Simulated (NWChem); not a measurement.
All runs are NWChem calculations. System: F2OS, charge 1, spin multiplicity 2, at the geometry of a parent with another charge or spin, in a state set for the comparison that need not be this species' ground state. Its SCF solution wasn't tested for a lower state. Level: UPBE/cc-pVDZ.

Input file:

```
start mol
memory heap 200 mb stack 900 mb global 1100 mb
charge 1
geometry units angstroms nocenter noautoz
  O     -1.391745    -0.329653     0.000000
  S     -0.160358     0.411194     0.000000
  F      0.761094    -0.218993     1.168964
  F      0.761094    -0.218993    -1.168964
  symmetry group Cs
end
basis spherical
  * library cc-pvdz
end
dft
  xc xpbe96 cpbe96
  odft
  mult 2
  semidirect memsize 60000000 filesize 0
  iterations 100
end
task dft energy
```

Part of the output:

```
             Northwest Computational Chemistry Package (NWChem) 7.3.0
             --------------------------------------------------------

                                NWChem Input Module
                                -------------------

 Scaling coordinates for geometry "geometry" by  1.889725989
 (inverse scale =  0.529177249)

 Turning off AUTOSYM since
 SYMMETRY directive was detected!

                             Geometry "geometry" -> ""
                             -------------------------

 Output coordinates in angstroms (scale by  1.889725989 to convert to a.u.)

  No.       Tag          Charge          X              Y              Z
 ---- ---------------- ---------- -------------- -------------- --------------
    1 O                    8.0000    -1.39174500    -0.32965300     0.00000000
    2 S                   16.0000    -0.16035800     0.41119400     0.00000000
    3 F                    9.0000     0.76109400    -0.21899300     1.16896400
    4 F                    9.0000     0.76109400    -0.21899300    -1.16896400

 Effective nuclear repulsion energy (a.u.)     190.8287848976

            Nuclear Dipole moment (a.u.)
            ----------------------------
        X                 Y               Z
 ---------------- ---------------- ----------------
     0.0000075589     0.0000113384     0.0000000000

      Symmetry information
      --------------------

 Group name             Cs
 Group number              2
 Group order               2
 No. of unique centers     3

      Symmetry unique atoms

     1    2    3


 Summary of "ao basis" -> "" (spherical)
 ------------------------------------------------------------------------------
       Tag                 Description            Shells   Functions and Types
 ---------------- ------------------------------  ------  ---------------------
 *                          cc-pvdz                   on all atoms

  pbe96 is a nonlocal functional; adding pw91lda local functional.

                                 NWChem DFT Module
                                 -----------------

 Summary of "ao basis" -> "ao basis" (spherical)
[...]
     6     -0.330601  1 O  pz                 9     -0.284079  1 O  pz
    35     -0.192859  3 F  s                 49      0.192859  4 F  s
    36      0.189692  3 F  px                50     -0.189692  4 F  px
    37     -0.175661  3 F  py                51      0.175661  4 F  py

 Vector   23  Occ=0.000000D+00  E=-3.378532D-01  Symmetry=a'
              MO Center=  1.9D-02,  2.2D-01, -3.0D-14, r^2= 1.8D+00
   Bfn.  Coefficient  Atom+Function         Bfn.  Coefficient  Atom+Function
  ----- ------------  ---------------      ----- ------------  ---------------
    25      0.525754  2 S  px                22      0.514178  2 S  px
    23     -0.318987  2 S  py                38      0.288493  3 F  pz
    52     -0.288493  4 F  pz                17      0.272691  2 S  s
     5      0.264068  1 O  py                35     -0.240705  3 F  s
    49     -0.240705  4 F  s                 26     -0.234467  2 S  py

   alpha - beta orbital overlaps
   -----------------------------

   alpha      1      2      3      4      5      6      7      8      9     10
    beta      1      2      3      4      5      6      7      8      9     10
 overlap   1.000  1.000  1.000  1.000  1.000  0.992  1.000  0.992  1.000  1.000

   alpha     11     12     13     14     15     16     17     18     19     20
    beta     11     12     13     14     15     16     17     18     19     20
 overlap   0.999  0.998  0.999  0.990  0.998  0.978  0.996  0.998  0.954  0.996

   alpha     21     22     23     24     25     26     27     28     29     30
    beta     21     22     23     24     25     26     27     28     29     30
 overlap   0.965  1.000  0.997  0.998  0.988  1.000  0.988  0.998  0.995  0.999

   alpha     31     32     33     34     35     36     37     38     39     40
    beta     31     32     33     35     34     36     37     38     39     40
 overlap   0.994  1.000  1.000  0.994  1.000  0.995  1.000  0.968  0.968  0.999

   alpha     41     42     43     44     45     46     47     48     49     50
    beta     41     42     43     44     45     46     47     49     48     50
 overlap   0.999  1.000  1.000  1.000  0.999  0.997  0.998  0.998  0.998  1.000

   alpha     51     52     53     54     55     56     57     58     59     60
    beta     51     53     52     54     55     56     57     58     59     60
 overlap   0.989  0.990  0.965  0.968  0.991  0.994  0.996  0.999  1.000  1.000

     --------------------------
     Expectation value of S2:
     --------------------------
      <S2> =      0.7538 (Exact =     0.7500)

 center of mass
 --------------
 x =   0.03366280 y =  -0.00982808 z =   0.00000000

 moments of inertia (a.u.)
 ------------------
         217.426779049942           3.910155614166           0.000000000000
           3.910155614166         377.490812233942           0.000000000000
           0.000000000000           0.000000000000         224.085796268905

     Multipole analysis of the density
     ---------------------------------

     L   x y z        total         alpha         beta         nuclear
     -   - - -        -----         -----         ----         -------
     0   0 0 0      1.000000    -21.000000    -20.000000     42.000000

     1   1 0 0     -0.263922      0.296049     -0.559978      0.000008
     1   0 1 0      0.750754      0.343226      0.407517      0.000011
     1   0 0 1     -0.000000      0.000000     -0.000000      0.000000

     2   2 0 0    -17.128679    -57.720981    -53.447469     94.039770
     2   1 1 0     -0.225521      0.243579      0.905065     -1.374164
     2   1 0 1      0.000000      0.000000     -0.000000      0.000000
     2   0 2 0    -16.108554    -17.098303    -14.858277     15.848025
     2   0 1 1      0.000000      0.000000      0.000000      0.000000
     2   0 0 2    -17.124862    -53.338965    -51.621876     87.835980

 Task  times  cpu:        3.7s     wall:        3.7s

 Total times  cpu:        3.7s     wall:        3.7s
```
